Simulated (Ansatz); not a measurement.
Consider the cleavage of the Sn–Si bond: `N[SiH2][SnH3]` + `CSS` → `CS[S][SnH3]` + `N[SiH3]`.

Program: Ansatz. Geometries: PBE0-D4/def2-TZVP. ΔE: electronic, gas phase. CCSD(T)/CBS adds triple-zeta CCSD(T) − MP2 to the extrapolated MP2 energy (def2 sets, frozen cores). This one scheme is used for every species. Functionals use def2-TZVPP. B3LYP here is the variant with VWN-RPA as its local correlation; programs differ in this. def2 core potentials past Kr. For Sn outer-core shells are correlated without core-valence functions, which leaves a few kJ/mol of doubt a bond. Each species was taken in one conformer, which may not be the lowest.

`N[SiH2][SnH3]`:

Cartesian coordinates in Å:
```
N 0.891 0.413 1.591
Si 0.765 -0.599 0.201
Sn -1.276 0.158 -1.152
H 0.859 1.414 1.486
H 1.513 0.152 2.341
H 0.586 -1.996 0.680
H 1.955 -0.608 -0.705
H -1.255 1.858 -1.358
H -2.742 -0.244 -0.374
H -1.296 -0.546 -2.710
```

`CSS`:

```xyz
7

C     0.728   -0.572   -0.288
S    -1.071   -0.557   -0.186
S    -1.500    1.422    0.036
H     1.177   -0.263    0.656
H     1.075    0.066   -1.100
H     1.009   -1.608   -0.498
H    -1.419    1.512    1.380
```

`CS[S][SnH3]`:

Cartesian coordinates in Å:
```
C -0.304 -1.274 -1.534
S 0.858 -1.453 -0.169
S -0.281 -0.898 1.449
Sn 0.240 1.462 1.437
H -0.619 -0.236 -1.645
H 0.235 -1.584 -2.432
H -1.170 -1.918 -1.389
H 1.898 1.639 1.780
H -0.124 2.053 -0.121
H -0.733 2.210 2.625
```

`N[SiH3]`:

Cartesian coordinates in Å:
```
N 0.040 -0.663 -0.835
Si -0.131 0.425 0.487
H 0.141 -1.649 -0.658
H 0.582 -0.389 -1.638
H -1.186 -0.112 1.386
H 1.092 0.643 1.317
H -0.536 1.746 -0.059
```

```
       level  ΔE (kJ/mol)
      PBE-D4        -32.3
    B3LYP-D4        -40.2
CAM-B3LYP-D4        -38.2
       BHLYP        -39.0
```

(1) What does CCSD(T)/CBS give? (Estimate.)

(2) What do rigid-rotor, harmonic-oscillator terms from PBE0-D4/def2-TZVP frequencies (298.15 K, 1 bar) make of the CCSD(T)/CBS value? (Estimate.)

Largest T1 diagnostic among the species: 0.013.

Answers

(1) Ansatz gave: -42.3 kJ/mol. The listed levels differ from it by 10.0, 2.1, 4.1, 3.3 kJ/mol.

(2) The calculation gave: ΔZPE = -0.2 kJ/mol, ΔH = -42.3 kJ/mol, ΔS = -6 J/(mol·K), ΔG = -40.6 kJ/mol.

Leaving LDA and LC-ωPBE aside and taking each functional with its dispersion term where it has one, the values, not all of them listed here, spread over 11.1 kJ/mol, from BHLYP-D4 to PBE-D4. LDA lies +3.1 kJ/mol from PBE without D4. From BLYP to BHLYP (50 % exact exchange), in def2-TZVPP and without D4, ΔE moves by −4.2 kJ/mol.
